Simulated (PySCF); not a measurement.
Where the electron goes

C₆H₁₀GaNO.
SMILES with atom numbers: `[CH3:1][O:2][c:3]1[cH:4][cH:5][n+:6]([GaH3-:7])[cH:8][cH:9]1` (hydrogens: H10, H11, H12 on C1; H13 on C4; H14 on C5; H15, H16, H17 on Ga7; H18 on C8; H19 on C9)

Structure used (PBE0-D3(BJ)/def2-SVP), in Å, numbered top down from 1:
```
atom  x, y, z in Å
C1    -3.380    0.762   -0.179
O2    -2.537   -0.302   -0.551
C3    -1.239   -0.235   -0.265
C4    -0.444   -1.325   -0.653
C5     0.908   -1.298   -0.376
N6     1.499   -0.269    0.249
Ga7    3.585   -0.261    0.583
C8     0.748    0.768    0.624
C9    -0.619    0.837    0.392
H10   -3.082    1.703   -0.670
H11   -4.389    0.488   -0.510
H12   -3.387    0.907    0.914
H13   -0.903   -2.173   -1.162
H14    1.562   -2.129   -0.654
H15    4.094    0.404   -0.763
H16    3.609    0.647    1.884
H17    3.811   -1.822    0.743
H18    1.272    1.577    1.139
H19   -1.172    1.714    0.726
```

Theory: TDDFT B3LYP/def2-SVPD, vertical, gas phase, core orbitals frozen in the response in PySCF 2.14.0, density-fitted response routines. The B3LYP/def2-SVPD calculation is non-relativistic and has no spin–orbit coupling, an omission that weighs most on gallium.

Kohn–Sham orbitals with the atoms that hold most of them (Löwdin shares over 4%, at most four atoms; ? is withheld):

```tsv
orbital	ε (eV)	atoms
LUMO+2	-0.16	C1 25%, H12 10%, H10 10%, C9 10%
LUMO+1	-1.51	C5 25%, C9 19%, C4 16%, C8 10%
LUMO	-1.70	C8 20%, C3 20%, N6 20%, C4 10%
HOMO	?	?
HOMO-1	-7.00	?
HOMO-2	-8.02	O2 25%, C4 19%, N6 14%, C3 11%
HOMO-3	-8.36	C9 26%, C8 20%, C5 19%, C4 13%
```

(1) Give the leading atoms of the HOMO.

(2) Which atoms hold the HOMO-1, and with what shares?

(3) What is the HOMO energy, and the HOMO–LUMO gap?

## Answers

(1) Ga7 (bonded to N and 3 H) 38%; H15 (bonded to Ga) 34%; H17 (bonded to Ga) 10%; H16 (bonded to Ga) 10%. By element: hydrogen 53% or more, gallium 38%.

(2) Ga7 (bonded to N and 3 H) 39%; H16 (bonded to Ga) 27%; H17 (bonded to Ga) 26%. By element: hydrogen 53% or more, gallium 39%.

(3) ε(HOMO) = -6.80 eV; the gap is 5.10 eV (0.1873 hartree).

How does S1 compare with the orbital gap of 5.10 eV?

S1 is at 4.42 eV (f = 0.046), 0.68 eV below the gap, made of HOMO→LUMO (97%). Without the coupling terms of the response equations the lowest excitation would equal the gap.

Give energy, strength and leading configuration of S1, S2, S3, S4 and S6, and follow the Löwdin shares of the leading atoms from the occupied to the empty orbital.

- S1 (4.42 eV, f 0.046), HOMO→LUMO (97%): Ga7 38% → at most 11%, H15 34% → at most 11%, C8 at most 10% → 20%, C3 at most 10% → 20%
- S2 (4.55 eV, f 0.0021), HOMO-1→LUMO (99%): Ga7 39% → at most 11%, H16 27% → at most 11%, C8 at most 4% → 20%, C3 at most 4% → 20%
- S3 (4.58 eV, f 0.0093), HOMO→LUMO+1 (97%): Ga7 38% → at most 11%, H15 34% → at most 11%, C5 at most 10% → 25%, C9 at most 10% → 19%
- S4 (4.76 eV, f 0.0041), HOMO-1→LUMO+1 (99%): Ga7 39% → at most 11%, H16 27% → at most 11%, C5 at most 4% → 25%, C9 at most 4% → 19%
- S6 (5.85 eV, f 0.111), HOMO-2→LUMO (78%): O2 25% → at most 11%, C4 19% → 10%, C8 at most 12% → 20%, C3 11% → 20%

Hardware: Arm Neoverse V1, one thread, shared host with 64 logical CPUs at a one-minute load of 18. Cost: 6.3 min of wall time, 1.2 GiB resident at most.

One conformer stands for the species.
